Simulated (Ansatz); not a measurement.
## Relative stability

The two ends of one reaction step of Si5H13Cl, singlet (PBE0-D4/def2-TZVP).

A:

```xyz
19
angstrom
Si -0.3045 1.7011 1.3481
Cl -3.4870 -0.4077 2.5307
H -3.2832 -1.0247 1.4242
Si 0.3806 0.0971 -0.2089
Si 0.1085 0.9347 -2.3730
Si 2.6345 -0.4143 0.1366
Si -0.8475 -1.8782 -0.0201
H 0.6042 2.8752 1.2404
H -1.6941 2.1434 1.0636
H -0.2267 1.1569 2.7284
H 0.8871 2.1914 -2.5388
H -1.3273 1.2236 -2.6350
H 0.5850 -0.0592 -3.3726
H 3.4658 0.8085 -0.0258
H 2.8370 -0.9528 1.5085
H 3.0855 -1.4345 -0.8480
H -2.3001 -1.6127 -0.2538
H -0.7081 -2.4777 1.3336
H -0.4099 -2.8701 -1.0381
```

B:

Si1  (-0.820, 2.892, 1.904)
Cl2  (-2.592, 2.049, 1.291)
H3  (-0.827, -0.747, 1.163)
Si4  (-0.038, -0.923, -0.089)
Si5  (-0.584, 0.736, -1.643)
Si6  (2.243, -0.791, 0.401)
Si7  (-0.507, -3.020, -1.009)
H8  (0.241, 1.863, 1.822)
H9  (-0.509, 4.032, 1.014)
H10  (-0.988, 3.352, 3.301)
H11  (-0.218, 2.088, -1.140)
H12  (-2.033, 0.717, -1.972)
H13  (0.193, 0.482, -2.887)
H14  (2.590, 0.545, 0.961)
H15  (2.636, -1.834, 1.387)
H16  (3.028, -0.997, -0.846)
H17  (-1.951, -3.137, -1.349)
H18  (-0.151, -4.106, -0.056)
H19  (0.289, -3.200, -2.253)
(Å)

Program: Ansatz 0.2.0. Basis: def2-TZVPP. Cores are frozen in the correlated methods. B3LYP uses VWN-RPA correlation.

Which structure is lower at CCSD(T), and by how much? (To be estimated.)

The calculation gives: B, by 17.12 kcal/mol (electronic energy, against the other). By their contacts, A is a complex of Si₅H₁₂ ([SiH3][Si]([SiH3])([SiH3])[SiH3]) + HCl and B is a complex of Si₄H₁₀ ([SiH3][SiH]([SiH3])[SiH3]) + SiH₃Cl ([SiH3][Cl]).

All methods give the same order:

```
      method  E(B) − E(A) (kcal/mol)
       SPW92                  -14.09
      PBE-D4                  -13.96
     BLYP-D4                  -16.79
   r2SCAN-D4                  -17.06
      B97M-V                  -17.13
     PBE0-D4                  -15.42
    B3LYP-D4                  -17.82
  r2SCAN0-D4                  -17.74
    BHLYP-D4                  -19.56
CAM-B3LYP-D4                  -19.15
     wB97X-V                  -18.65
     wB97M-V                  -19.36
      B2PLYP                  -18.72
    PBE-QIDH                  -17.28
  RPA on PBE                  -17.31
          HF                  -23.79
         MP2                  -18.04
        CCSD                  -18.12
     CCSD(T)                  -17.12
```

T1 diagnostic: at most 0.013.

Labels in which every atom is bracketed show which atoms are joined, not bond orders.

For scale, one of the runs: CCSD(T)/def2-TZVPP, 434 basis functions, launched by `ansatz run in.yaml --threads 4 --pin off --events-out ev --progress --plain --max-ram 66560MiB --backend cuda --devices 0, --max-vram 37GiB`. Hardware: 4 CPU threads of an AMD EPYC 7R13 and a share of one NVIDIA H100, shared host. Wall time 17 s; peak host memory 1.2 GiB.
